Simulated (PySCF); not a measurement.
As: ionisation energy

As [Ar] 3d10 4s2 4p3 (4S) → As⁺ [Ar] 3d10 4s2 4p2 (3P), as a difference of total energies. Computed with PySCF 2.14 in aug-cc-pVTZ-DK, with scalar relativity by spin-free X2C-1e. Correlated levels: valence: [Ar] 3d10 frozen. The calculations carry no spin-orbit coupling.

```tsv
method	ionisation energy (eV)	error (eV)
UHF	9.412	-0.596
LDA	10.025	+0.017
PBE	9.879	-0.129
PBE0	9.940	-0.068
r2SCAN	10.083	+0.075
TPSSh	9.929	-0.079
TPSS	9.908	-0.100
HSE06	9.919	-0.089
B3LYP	9.829	-0.179
MP2 (valence)	9.900	-0.108
SCS-MP2 (valence)	9.750	-0.258
```

Reference: 10.008 eV (measured; NIST levels, between the centres of gravity of the two terms).

Errors of the correlated levels include the incompleteness of this basis and the frozen core.
